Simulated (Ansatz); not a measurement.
`CB(S)CF` + H₂O → `CB(O)S` + `CF`  (formal hydrolysis of a B–C bond)

Isolated molecules relaxed with PBE0-D4/def2-TZVP in Ansatz; ΔE leaves out vibrations. CBS: MP2 limit from def2 TZ/QZ plus the TZ coupled-cluster correction, frozen cores. This one scheme is used for every species. DFT in def2-TZVPP. Each species was taken in one conformer, which may not be the lowest.

```tsv
level	ΔE (kcal/mol)
ωB97M-V	-28.6
CCSD(T)/def2-TZVPP	-28.9
HF/def2-QZVPP	-32.8
MP2/CBS(def2)	-28.1
```

(1) What does CCSD(T)/CBS give? (Estimate.)

Largest T1 diagnostic among the species: 0.012.

## Answers

(1) The calculation gave: -28.0 kcal/mol. The listed levels differ from it by -0.6, -0.9, -4.8, -0.1 kcal/mol.

In def2-TZVPP, CCSD(T) changes the Hartree–Fock value by +3.8 kcal/mol (the triples alone add +0.3 kcal/mol) and MP2 by +3.7 kcal/mol. The D4 term adds +1.1 kcal/mol with B3LYP and +0.7 kcal/mol with PBE0; it sums over pairs of atoms, weighted by their polarisabilities, and B3LYP, whose exchange is more repulsive, gets the larger term.

B3LYP here is the variant with VWN-RPA as its local correlation; programs differ in this.
